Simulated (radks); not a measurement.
In10+, configuration [Kr] 4d3. Calculated with a radial shooting solver on a logarithmic mesh with Libxc functionals: Dirac Kohn-Sham, PBE, spin-unpolarised, spherical densities, point nucleus; open shells are shared between the two j in proportion to 2j + 1.

Radial electron density D(r) = 4 pi r^2 rho(r):

```
   r/bohr * D(r) (the largest magnitude, 80, reaches the edge; | marks zero)
 0.002481 |    *
  0.00282 |     *
 0.003205 |      *
 0.003642 |        *
  0.00414 |          *
 0.004705 |            *
 0.005348 |              *
 0.006078 |                 *
 0.006908 |                    *
 0.007788 |                       *
 0.008852 |                          *
  0.01006 |                              *
  0.01143 |                                 *
    0.013 |                                     *
  0.01477 |                                       *
  0.01679 |                                         *
  0.01908 |                                           *
  0.02169 |                                           *
  0.02465 |                                          *
  0.02801 |                                         *
  0.03158 |                                       *
   0.0359 |                                      *
   0.0408 |                                     *
  0.04637 |                                      *
   0.0527 |                                        *
   0.0599 |                                           *
  0.06808 |                                                *
  0.07737 |                                                    *
  0.08794 |                                                      *
  0.09995 |                                                     *
   0.1127 |                                                  *
   0.1281 |                                             *
   0.1456 |                                        *
   0.1654 |                                     *
    0.188 |                                    *
   0.2137 |                                       *
   0.2429 |                                          *
   0.2761 |                                            *
   0.3138 |                                         *
   0.3566 |                                   *
   0.4053 |                          *
    0.457 |                   *
   0.5194 |             *
   0.5903 |           *
   0.6709 |           *
   0.7625 |            *
   0.8667 |          *
    0.985 |        *
    1.119 |     *
    1.272 |  *
    1.446 | *
     1.63 |*
    1.853 *
    2.106 *
    2.394 *
    2.721 *
    3.092 *
```

D(r) has 4 maxima, at r = 0.0210, 0.0915, 0.272, 0.733 bohr, and minima at 0.0411, 0.178, 0.619 bohr, inside which lie 2.03, 11.15, 29.26 electrons.
